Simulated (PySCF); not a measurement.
SbCl₂, SMILES [Cl][Sb][Cl], multiplicity 2.

Coordinates come from a B3LYP-D3(BJ)/def2-TZVP optimisation. The spin state was assumed, not searched. The isomer is the one that the SMILES or the coordinates give; other isomers of the formula were not compared. The def2 effective core potentials stand for the cores of Sb; spin–orbit coupling is left out.

Computed with TDA-PBE/def2-SVPD run with PySCF.

Vertical excitations. The molecule is in vacuum.

```tsv
state	energy (eV)	λ (nm)	f	main pairs
root 1	2.50	496	0.000	α HOMO→LUMO+1 100 %
root 2	2.52	492	0.000	α HOMO→LUMO 100 %
root 3	3.58	346	0.000	β HOMO→LUMO 100 %
root 4	3.66	339	0.003	β HOMO−1→LUMO 99 %
root 5	3.88	320	0.014	β HOMO−2→LUMO 94 %
root 6	4.39	283	0.008	β HOMO−3→LUMO 94 %
root 7	4.75	261	0.002	β HOMO−4→LUMO 97 %
root 8	4.88	254	0.000	α HOMO−1→LUMO 33 %, α HOMO−2→LUMO+1 33 %, β HOMO−1→LUMO+2 20 %, β HOMO→LUMO+1 13 %
root 9	4.93	251	0.000	α HOMO−2→LUMO 59 %, β HOMO−1→LUMO+1 38 %
root 10	4.94	251	0.001	α HOMO−1→LUMO 34 %, α HOMO−2→LUMO+1 20 %, β HOMO−1→LUMO+2 25 %, β HOMO→LUMO+1 18 %
```
Unrestricted roots are not spin-pure.
